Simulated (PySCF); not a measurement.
Structure with atom numbers: `[CH3:1][CH2:2][CH2:3][C:4](=[O:5])[O:6][CH3:7]`; H(Xn) means a hydrogen on atom n.

GIAO shifts from PySCF on PBE0-D3(BJ)/def2-TZVP geometries (one conformer, non-relativistic, equivalent nuclei averaged), against TMS at the same level and in the same medium; PCM means IEF-PCM chloroform.

Measured (solution, not stated per compound (mostly CDCl3 or CCl4); Pretsch, Buehlmann, Badertscher, Structure Determination of Organic Compounds, 4th ed. (2009)): C3 35.6, C2 18.9, C1 13.8, H(C3) 2.22, H(C2) 1.65, H(C1) 0.98 ppm.

Q: Which unscaled values do B97-2/pcSseg-2, gas; WP04/pcSseg-2, PCM; wB97X-D/pcSseg-2, PCM give, and how close are they?

A: 
```json
{"atoms": "C3", "measured": "35.6", "B97-2/pcSseg-2, gas": "37.6", "WP04/pcSseg-2, PCM": "40.2", "wB97X-D/pcSseg-2, PCM": "39.1"}
{"atoms": "C2", "measured": "18.9", "B97-2/pcSseg-2, gas": "21.4", "WP04/pcSseg-2, PCM": "24.2", "wB97X-D/pcSseg-2, PCM": "21.1"}
{"atoms": "C1", "measured": "13.8", "B97-2/pcSseg-2, gas": "15.7", "WP04/pcSseg-2, PCM": "17.1", "wB97X-D/pcSseg-2, PCM": "15.6"}
{"atoms": "H(C3)", "measured": "2.22", "B97-2/pcSseg-2, gas": "2.31", "WP04/pcSseg-2, PCM": "2.44", "wB97X-D/pcSseg-2, PCM": "2.42"}
{"atoms": "H(C2)", "measured": "1.65", "B97-2/pcSseg-2, gas": "1.66", "WP04/pcSseg-2, PCM": "1.63", "wB97X-D/pcSseg-2, PCM": "1.62"}
{"atoms": "H(C1)", "measured": "0.98", "B97-2/pcSseg-2, gas": "0.92", "WP04/pcSseg-2, PCM": "0.91", "wB97X-D/pcSseg-2, PCM": "0.90"}
```

Mean absolute error for ¹³C: B97-2/pcSseg-2, gas 2.1, WP04/pcSseg-2, PCM 4.4, wB97X-D/pcSseg-2, PCM 2.5 ppm.

Mean absolute error for ¹H: B97-2/pcSseg-2, gas 0.05, WP04/pcSseg-2, PCM 0.10, wB97X-D/pcSseg-2, PCM 0.10 ppm.
